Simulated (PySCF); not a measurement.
**Working out the ionisation energy of Br(2+)**

Br(2+) [Ar] 3d10 4s2 4p3 (4S) → Br(3+) [Ar] 3d10 4s2 4p2 (3P). Computed with PySCF 2.14 in aug-cc-pVDZ-PP with ECP10MDF (5s4p3d, 32 functions), with a scalar-relativistic core potential. Frozen: 3s2 3p6 3d10. Energies in hartree (1 hartree = 27.21139 eV):

```
            part  Br(2+) (lower)  Br(3+) (upper)
             UHF     -414.339013     -413.066553
CCSD correlation       -0.072921       -0.061530
             (T)       -0.000655       -0.000525
```

Question: What does Hartree-Fock give?

Answer: (-413.066553) − (-414.339013) = 1.272460 hartree = 34.625 eV.

Question: What do CCSD and CCSD(T) give?

Answer: The CCSD correlation energies differ by 0.011391 hartree = 0.310 eV and the triples by 0.000130 hartree = 0.004 eV, so CCSD gives 34.935 eV and CCSD(T) 34.939 eV.

Reference: 34.871 ± 0.019 eV (measured; NIST Atomic Spectra Database, ionization energies), between the lowest levels; spin-orbit coupling is absent from the calculation.

A double-zeta basis recovers only part of the correlation energy.

What remains against the reference includes basis incompleteness, the frozen core and higher excitations.
